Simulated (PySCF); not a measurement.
# Working out the ionisation energy of Tl

Tl [Xe] 4f14 5d10 6s2 6p1 (2P) → Tl⁺ [Xe] 4f14 5d10 6s2 (1S). Computed with PySCF 2.14 in aug-cc-pVDZ-PP with ECP60MDF (5s4p3d, 32 functions), with a scalar-relativistic core potential. Frozen: 5s2 5p6 5d10. Energies in hartree (1 hartree = 27.21139 eV):

| part | Tl (lower) | Tl⁺ (upper) |
| --- | --- | --- |
| UHF | -171.512521 | -171.328809 |
| CCSD correlation | -0.032058 | -0.025588 |
| (T) | -0.000293 | 0.000000 |

Question: What does Hartree-Fock give?

Answer: (-171.328809) − (-171.512521) = 0.183712 hartree = 4.999 eV.

Question: What do CCSD and CCSD(T) give?

Answer: The CCSD correlation energies differ by 0.006470 hartree = 0.176 eV and the triples by 0.000293 hartree = 0.008 eV, so CCSD gives 5.175 eV and CCSD(T) 5.183 eV.

Measured between the centres of the two terms (NIST): 5.464 eV, so CCSD(T) (valence) is off by -0.281 eV.

A double-zeta basis recovers only part of the correlation energy.

What remains against the reference includes basis incompleteness, the frozen core and higher excitations.
